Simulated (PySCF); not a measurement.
H2Sb, SMILES [SbH2], multiplicity 2.

The structure is a stationary point at B3LYP-D3(BJ)/def2-TZVPD. The isomer is the one that the SMILES or the coordinates give; other isomers of the formula were not compared. The def2 effective core potentials stand for the cores of Sb; spin–orbit coupling is left out.

All values below come from B3LYP-D3(BJ)/def2-TZVPD run with PySCF 2.14.0.

Frequencies are harmonic and unscaled.

```csv
mode,ν (cm⁻¹),IR (km/mol),moving atoms (share of kinetic energy)
1,843,33.6,H 99 %
2,1920,165.7,H 99 %
3,1926,182.0,H 99 %
```
